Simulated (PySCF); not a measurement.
trans-(1S,2S)-1-ethenyl-2-fluorocyclopropane (C5H7F), SMILES C=C[C@@H]1C[C@@H]1F. Geometry optimised at PBE0-D3(BJ)/def2-SVP. Other conformers were not sampled.

The numbers are results of PBE0-D3(BJ)/def2-SVP (PySCF), not measurements.

Harmonic wavenumbers (cm⁻¹): 102, 188, 270, 376, 446, 553, 728, 786, 821, 865, 930, 984, 1014, 1023, 1054, 1085, 1116, 1174, 1218, 1249, 1297, 1348, 1393, 1443, 1495, 1742, 3155, 3161, 3175, 3185, 3189, 3259, 3266. Rotational constants (GHz): 7.025, 2.448, 2.048; symmetry number 1.

Work out the zero-point energy and the ideal-gas rigid-rotor harmonic-oscillator thermochemistry at 298.15 K and 1 atm.

ZPE = ½ Σ hcν = ½ × 47091 cm⁻¹ = 67.32 kcal/mol. H − E(el) = 71.70 kcal/mol. Entropy in cal/(mol K): translation 39.27, rotation 26.61, vibration 11.32, total 77.21. G − E(el) = 48.68 kcal/mol. Cp = 23.75 cal/(mol K). Modes under 150 cm⁻¹ make the vibrational entropy uncertain.
